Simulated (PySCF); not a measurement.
**Working out the excitation energy of N⁺**

N⁺ [He] 2s2 2p2 (3P) → N⁺ [He] 2s1 2p2 3d1 (high-spin determinant). Computed with PySCF 2.14 in aug-cc-pVTZ-DK, with scalar relativity by spin-free X2C-1e. Frozen: 1s2. Energies in hartree (1 hartree = 27.21139 eV):

```tsv
part	N⁺ (lower)	N⁺ (upper)
UHF	-53.919912	-52.824802
MP2 opposite-spin	-0.059061	0.000000
MP2 same-spin	-0.012978	-0.018665
```

**Question.** What does Hartree-Fock give?

**Answer.** (-52.824802) − (-53.919912) = 1.095110 hartree = 29.799 eV.

**Question.** What do MP2 and SCS-MP2 (6/5 opposite-spin, 1/3 same-spin) give?

**Answer.** The opposite-spin parts differ by 1.607 eV and the same-spin parts by -0.155 eV. MP2: 29.799 + (1.607) + (-0.155) = 31.251 eV. SCS-MP2: 29.799 + 1.2 × (1.607) + (-0.155)/3 = 31.676 eV.

One determinant mixes LS terms, so it does not stand for a single term.

The upper state lies above the first ionisation limit, but in LS coupling its spin forbids autoionisation to the ground ion. A Rydberg-like electron needs more diffuse functions than a valence basis has.
